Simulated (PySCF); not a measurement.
## How methods differ on the excitation energy of Ge

Ge [Ar] 3d10 4s2 4p2 (3P) → Ge [Ar] 3d10 4s2 4p1 5s1 (3P), as a difference of total energies. All numbers are calculated (PySCF 2.14, a scalar-relativistic core potential, in aug-cc-pwCVTZ-PP with ECP10MDF (8s7p6d4f1g, 96 functions)). Correlated levels: valence: 3s2 3p6 3d10 frozen. The calculations carry no spin-orbit coupling.

| method | excitation energy (eV) |
| --- | --- |
| UHF | 4.478 |
| MP2 (valence) | 4.639 |
| SCS-MP2 (valence) | 4.612 |
| CCSD (valence) | 4.636 |
| CCSD(T) (valence) | 4.645 |

Task: How much does correlation contribute at CCSD(T) (valence)?

Result: 4.645 − (4.478) = 0.167 eV, measured against UHF.

Errors of the correlated levels include the incompleteness of this basis and the frozen core.

For comparison: 4.648 eV (measured; NIST levels, between the centres of gravity of the two terms).
